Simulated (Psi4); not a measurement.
Conformational energy of SMILES O=Cc1ccc(S)s1 (C5H4OS2). Scanned: dihedral O1–C2–C3–S8; all other coordinates were relaxed at GFN2-xTB. Points at φ and −φ are mirror images.

Geometry of the scan point at -40° (Å):
```
12

O     -3.3761     0.2119     0.1296
C     -2.3617     0.4068    -0.4912
C     -1.0282    -0.0114    -0.1065
C      0.0118    -0.3597    -0.9348
C      1.2080    -0.6187    -0.2564
C      1.0958    -0.4042     1.0935
S      2.3874    -0.5735     2.2587
S     -0.4981     0.0873     1.5482
H     -2.3867     0.8526    -1.5076
H     -0.1032    -0.4622    -1.9992
H      2.1210    -0.9347    -0.7265
H      1.6532    -0.2573     3.3240
```

Method: Psi4 1.11 with DF-MP2 (frozen core)/cc-pVTZ // GFN2-xTB.

Scanned values (°): -160, -140, -120, -100, -80, -60, -40, -20, 0, 20, 40, 60, 80, 100, 120, 140, 160, 180.

Q: Describe the profile: where are the wells and the tops?

A: Lower than their neighbours: 0° (0.0 kJ/mol), 180° (7.2 kJ/mol). Higher than their neighbours: -100° (47.8 kJ/mol), 100° (47.8 kJ/mol). The whole profile spans 47.8 kJ/mol.
